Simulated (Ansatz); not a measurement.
Mulliken charges of CH4ClGaO2 (`C[O][Ga]([OH])[Cl]`) from ωB97M-V/def2-TZVPP in Ansatz (PBE0-D4/def2-TZVP geometry).

| atom | x (Å) | y (Å) | z (Å) | charge (e) |
| --- | --- | --- | --- | --- |
| C1 | -0.051 | -0.933 | 1.292 | -0.152 |
| O2 | -0.465 | -0.559 | -0.004 | -0.391 |
| Ga3 | 0.185 | 0.823 | -0.889 | 0.655 |
| O4 | -0.416 | 1.187 | -2.510 | -0.383 |
| Cl5 | 1.681 | 2.057 | -0.029 | -0.236 |
| H6 | 0.714 | -0.268 | 1.708 | 0.101 |
| H7 | 0.356 | -1.948 | 1.265 | 0.115 |
| H8 | -0.913 | -0.925 | 1.966 | 0.115 |
| H9 | -1.090 | 0.566 | -2.798 | 0.178 |

By hand: the dipole of these point charges (1 e Å = 4.8032 D).

Σ q r = (-0.113, -0.297, 0.237) e Å, of length 0.396 e Å = 1.90 D.

How does the dipole of the full density compare? (An estimate is asked.)

The calculation gave: (-0.174, -0.304, 0.137) e Å, 1.81 D; the point charges give 1.05 times that, at 17° from its direction.

Point charges leave out the atoms' own dipoles, such as those of lone pairs, and Mulliken's split depends on the basis, so the close match here is no proof of good charges.
